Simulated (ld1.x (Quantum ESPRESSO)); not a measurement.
**Reading a pseudo-wave (vanadium (V))**

Columns: radius, all-electron u(r) and pseudo u(r) of the 3d shell (level -36.87 eV) of vanadium in the configuration [Ne] 3s2 3p6 3d2 4s0 4p0; revPBE, scalar-relativistic, TM scheme, ld1.x (Quantum ESPRESSO) 7.5.

```csv
r (bohr),all-electron,pseudo
0.078,0.0248,0.0069
0.155,0.1194,0.0507
0.232,0.2582,0.1516
0.310,0.4095,0.3071
0.388,0.5493,0.4879
0.465,0.6657,0.6548
0.542,0.7579,0.7831
0.620,0.8269,0.8644
0.698,0.8723,0.9038
0.775,0.8969,0.9152
0.852,0.9047,0.9120
0.930,0.8990,0.9005
1.008,0.8825,0.8826
1.085,0.8584,0.8584
1.162,0.8286,0.8286
1.240,0.7944,0.7944
1.318,0.7573,0.7573
1.395,0.7192,0.7192
1.472,0.6804,0.6804
1.550,0.6410,0.6410
1.628,0.6022,0.6022
1.705,0.5648,0.5648
1.782,0.5285,0.5285
1.860,0.4932,0.4932
1.938,0.4595,0.4595
2.015,0.4278,0.4278
```

Q: How many radial nodes do the two functions have?

A: The all-electron 3d function has n − l − 1 = 0; the pseudo-wave has 0.

Q: At about which radius was the pseudo-wave matched?

A: 1.10 bohr. The columns agree to 0.0005 from 1.01 bohr on; several derivatives are matched, so the curves merge somewhat inside the radius.

Q: Is the pseudo-wave norm-conserving?

A: Yes: the TM scheme keeps the norm inside the radius equal to the all-electron one, which fixes the energy derivative of the logarithmic derivative at the level.
